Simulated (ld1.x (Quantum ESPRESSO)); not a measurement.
## An all-electron radial function and its pseudo partner (Tm (Z = 69))

Columns: radius, all-electron u(r) and pseudo u(r) of the 6p shell (level -2.29 eV) of thulium in the configuration [Kr] 4d10 4f13 5s2 5p6 5d0 6s1.75 6p0; Wu–Cohen, non-relativistic, PAW scheme, ld1.x (Quantum ESPRESSO) 7.5.

```csv
r (bohr),all-electron,pseudo
0.123,-0.0474,-0.0136
0.245,-0.0179,-0.0519
0.368,0.0949,-0.1095
0.490,0.0962,-0.1769
0.613,0.0241,-0.2451
0.735,-0.0613,-0.3031
0.858,-0.1309,-0.3440
0.980,-0.1744,-0.3619
1.103,-0.1932,-0.3558
1.225,-0.1910,-0.3274
1.348,-0.1729,-0.2808
1.470,-0.1436,-0.2228
1.593,-0.1065,-0.1590
1.715,-0.0652,-0.0958
1.838,-0.0211,-0.0360
1.960,0.0232,0.0176
2.083,0.0673,0.0660
2.205,0.1097,0.1096
2.328,0.1505,0.1505
2.450,0.1887,0.1887
2.573,0.2248,0.2248
2.695,0.2581,0.2581
2.818,0.2892,0.2892
2.940,0.3176,0.3176
3.063,0.3438,0.3438
3.185,0.3674,0.3674
```

Q: How many radial nodes do the two functions have?

A: The all-electron 6p function has n − l − 1 = 4 (the table is too coarse to show those close to the nucleus); the pseudo-wave has 1, since 1 lower shell of the same l stays in the valence.

Q: At about which radius was the pseudo-wave matched?

A: 2.40 bohr. The columns agree to 0.0005 from 2.21 bohr on; several derivatives are matched, so the curves merge somewhat inside the radius.

Q: Is the pseudo-wave norm-conserving?

A: No, it belongs to a PAW set: the norm inside the radius is not constrained, and the difference is carried by the augmentation charge.
